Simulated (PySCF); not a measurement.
Ga(H)(Cl)(OMe) (CH₄ClGaO), SMILES [GaH]([Cl])[O]C. Geometry optimised at PBE-D3(BJ)/def2-SVP. The structure was generated by enumeration; whether it is a known compound was not checked. The values are those of a single conformer.

Computed equilibrium geometry at PBE-D3(BJ)/def2-SVP (PySCF confirms it by a frequency run) as Cartesian coordinates in Å, and its point group (one conformer of several):
point group Cs.
```xyz
8

Ga    -0.4674     0.0530     0.0000
H     -2.0156    -0.1646     0.0000
Cl     0.4680     1.9911     0.0000
O      0.7238    -1.2879     0.0000
C      0.3378    -2.6485     0.0000
H      0.7488    -3.1627    -0.8977
H      0.7488    -3.1627     0.8977
H     -0.7675    -2.8078     0.0000
```
Charge 0, spin multiplicity 1.
